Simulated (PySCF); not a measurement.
PySCF 2.14 output of an unrestricted PBE calculation on a single atom or ion in aug-cc-pVTZ-DK3, with the spin-free X2C one-electron Hamiltonian (Gaussian nucleus):

```
SCF conv_tol = 1e-09
number electrons alpha = 41  beta = 40
    J. P. Perdew, K. Burke, and M. Ernzerhof.,  Phys. Rev. Lett. 77, 3865 (1996)
    J. P. Perdew, K. Burke, and M. Ernzerhof.,  Phys. Rev. Lett. 78, 1396 (1997)
    J. P. Perdew, K. Burke, and M. Ernzerhof.,  Phys. Rev. Lett. 77, 3865 (1996)
    J. P. Perdew, K. Burke, and M. Ernzerhof.,  Phys. Rev. Lett. 78, 1396 (1997)
cycle= 1 E= -20247.7181274503  delta_E= -0.0134  |g|= 0.0503  |ddm|= 0.588
cycle= 2 E= -20247.7180732414  delta_E= 5.42e-05  |g|= 0.0505  |ddm|= 0.151
cycle= 3 E= -20247.7188942936  delta_E= -0.000821  |g|= 0.000748  |ddm|= 0.0729
cycle= 4 E= -20247.7188945367  delta_E= -2.43e-07  |g|= 2.46e-05  |ddm|= 0.00133
cycle= 5 E= -20247.7188945377  delta_E= -1.04e-09  |g|= 2.8e-06  |ddm|= 0.000219
cycle= 6 E= -20247.7188945378  delta_E= -1.46e-11  |g|= 6.68e-08  |ddm|= 3.22e-05
converged SCF energy = -20247.7188945378  <S^2> = 0.75002179  2S+1 = 2.0000218
```

The run itself started from symmetry-adapted Hartree-Fock orbitals and held the occupation by maximum overlap, on a logarithmic radial grid, so the iterations belong to that start.

Q: Which element, charge and spin multiplicity is this?

A: Tl (thallium, neutral), multiplicity 2; the state was [Xe] 4f14 5d10 6s2 6d1, 2D determinant (an excited configuration).

Spin-orbit coupling, absent here, splits the open shell strongly. The outer electron is Rydberg-like, and this basis confines it to a smaller radius and binds it less than a complete one would.
